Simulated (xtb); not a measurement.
F4MoO, quintet, at a GFN2-xTB geometry of the parent state (such geometries of metal compounds can be far from the true shape) (another spin typed on purpose, not shown lowest); GFN1-xTB (xtb 6.7.1).

xtb was given this input:
```
$ xtb mol.xyz --gfn 1 --chrg 0 --uhf 4 --json

# file mol.xyz
6

Mo     0.06147091    -0.03387881     0.05793728
O      1.14984763    -0.63372208     1.08374922
F     -1.12609422     0.62063073    -1.06136126
F      0.00314904     1.59071839     0.78506936
F      1.03705102    -0.28749738    -1.41017703
F     -1.22305687    -1.20244210     0.45276230
```

What the program printed (banner, timings and long lists left out):

```
   ID    Z sym.   atoms
    1   42 Mo     1
    2    8 O      2
    3    9 F      3-6

           -------------------------------------------------
          |                Calculation Setup                |
           -------------------------------------------------

           -------------------------------------------------
          |                 G F N 1 - x T B                 |
           -------------------------------------------------

          ...................................................
          :                      SETUP                      :
          :.................................................:
          :  # basis functions                  30          :
          :  # atomic orbitals                  29          :
          :  # shells                           13          :
          :  # electrons                        40          :
          :  # halogen bonds                     0          :
          :  max. iterations                   250          :
          :  Hamiltonian                  GFN1-xTB          :
          :  restarted?                      false          :
          :  GBSA solvation                  false          :
          :  PC potential                    false          :
          :  electronic temp.          300.0000000     K    :
          :  accuracy                    1.0000000          :
          :  -> integral cutoff          0.2500000E+02      :
          :  -> integral neglect         0.1000000E-07      :
          :  -> SCF convergence          0.1000000E-05 Eh   :
          :  -> wf. convergence          0.2000000E-04 e    :
          :  Broyden damping             0.4000000          :
          :  net charge                          0          :
          :  unpaired electrons                  4          :
          ...................................................

 iter      E             dE          RMSdq      gap      omega  full diag
   1    -26.9434294 -0.269434E+02  0.763E+00    1.03       0.0  T
   2    -26.1079487  0.835481E+00  0.940E+00    0.78       1.0  T
   3    -26.9185241 -0.810575E+00  0.602E+00    0.96       1.0  T
   4    -26.8598775  0.586467E-01  0.527E+00    1.09       1.0  T
   5    -27.0094519 -0.149574E+00  0.354E+00    0.97       1.0  T
   6    -26.6678114  0.341640E+00  0.547E+00    1.01       1.0  T
   7    -26.7953664 -0.127555E+00  0.471E+00    1.02       1.0  T
   8    -26.9961294 -0.200763E+00  0.310E+00    1.02       1.0  T
   9    -27.1220824 -0.125953E+00  0.102E+00    1.02       1.0  T
  10    -27.1293893 -0.730691E-02  0.694E-01    1.02       1.0  T
  11    -27.1308255 -0.143617E-02  0.557E-01    1.02       1.0  T
  12    -27.1319446 -0.111916E-02  0.474E-01    1.02       1.0  T
  13    -27.1340324 -0.208781E-02  0.266E-01    1.02       1.0  T
  14    -27.1348167 -0.784288E-03  0.107E-01    1.02       1.0  T
  15    -27.1348775 -0.608275E-04  0.707E-02    1.02       1.0  T
  16    -27.1348868 -0.922866E-05  0.619E-02    1.02       1.0  T
  17    -27.1349231 -0.363507E-04  0.199E-02    1.02       2.1  T
  18    -27.1349269 -0.377166E-05  0.148E-03    1.02      27.7  T
  19    -27.1349269 -0.211659E-07  0.213E-04    1.02     192.0  T
  20    -27.1349269 -0.466187E-09  0.531E-05    1.02     768.3  T
  21    -27.1349269 -0.356941E-10  0.128E-05    1.02    3180.8  T

   *** convergence criteria satisfied after 21 iterations ***

         :::::::::::::::::::::::::::::::::::::::::::::::::::::
         ::                     SUMMARY                     ::
         :::::::::::::::::::::::::::::::::::::::::::::::::::::
         :: total energy             -27.061586696607 Eh    ::
         :: gradient norm              0.210901248919 Eh/a0 ::
         :: HOMO-LUMO gap              1.019512793005 eV    ::
         ::.................................................::
         :: SCC energy               -27.134926916731 Eh    ::
         :: -> electrostatic           0.180821837664 Eh    ::
[...]
         :: total charge              -0.000000000059 e     ::
         :::::::::::::::::::::::::::::::::::::::::::::::::::::

           -------------------------------------------------
          |                Property Printout                |
           -------------------------------------------------

    * Orbital Energies and Occupations

         #    Occupation            Energy/Eh            Energy/eV
      -------------------------------------------------------------
         1        2.0000           -0.9062652             -24.6607
       ...           ...                  ...                  ...
        10        2.0000           -0.6082214             -16.5505
        11        2.0000           -0.6035039             -16.4222
        12        2.0000           -0.6000974             -16.3295
        13        2.0000           -0.6000974             -16.3295
        14        2.0000           -0.5913213             -16.0907
        15        1.9984           -0.5846716             -15.9097
        16        1.9830           -0.5824350             -15.8489
        17        1.9830           -0.5824350             -15.8489
        18        1.3922           -0.5781635             -15.7326
        19        1.3217           -0.5778711             -15.7247
        20        1.3217           -0.5778711             -15.7247
        21        1.0000           -0.2998117              -8.1583
        22        1.0000           -0.2998117              -8.1583 (HOMO)
        23                         -0.2623453              -7.1388 (LUMO)
        24                         -0.2623453              -7.1388
        25                         -0.1038848              -2.8268
        26                          0.0886793               2.4131
        27                          0.0886793               2.4131
        28                          0.1479825               4.0268
        29                          0.4407247              11.9927
      -------------------------------------------------------------
                  HL-Gap            0.0374664 Eh            1.0195 eV
             Fermi-level           -0.4298291 Eh          -11.6962 eV

  Mulliken/CM5 charges         n(s)   n(p)   n(d)
     1Mo    1.68977  2.46751   0.483  0.940  2.887
     2O    -0.47404 -0.74493   1.774  4.700  0.000
     3F    -0.30329 -0.43590   1.838  5.465  0.000
     4F    -0.30414 -0.42890   1.830  5.474  0.000
     5F    -0.30414 -0.42890   1.830  5.474  0.000
     6F    -0.30414 -0.42890   1.830  5.474  0.000

Wiberg/Mayer (AO) data.
largest (>0.10) Wiberg bond orders for each atom

 ---------------------------------------------------------------------------
     #   Z sym  total        # sym  WBO       # sym  WBO       # sym  WBO
 ---------------------------------------------------------------------------
     1  42 Mo   3.869 --     2 O    1.239     5 F    0.681     4 F    0.681
                             6 F    0.681     3 F    0.586
     2   8 O    1.733 --     1 Mo   1.239     3 F    0.178     6 F    0.106
                             4 F    0.106     5 F    0.106
     3   9 F    0.947 --     1 Mo   0.586     2 O    0.178
     4   9 F    0.911 --     1 Mo   0.681     2 O    0.106
     5   9 F    0.911 --     1 Mo   0.681     2 O    0.106
     6   9 F    0.911 --     1 Mo   0.681     2 O    0.106
 ---------------------------------------------------------------------------

Topologies differ in total number of bonds
Writing topology from bond orders to xtbtopo.mol

 dipole moment from electron density (au)
     X       Y       Z
   0.0247  -0.0136   0.0232  total (Debye):    0.093

           -------------------------------------------------
          | TOTAL ENERGY              -27.061586696607 Eh   |
          | GRADIENT NORM               0.210901248919 Eh/α |
          | HOMO-LUMO GAP               1.019512793005 eV   |
           -------------------------------------------------

normal termination of xtb
```
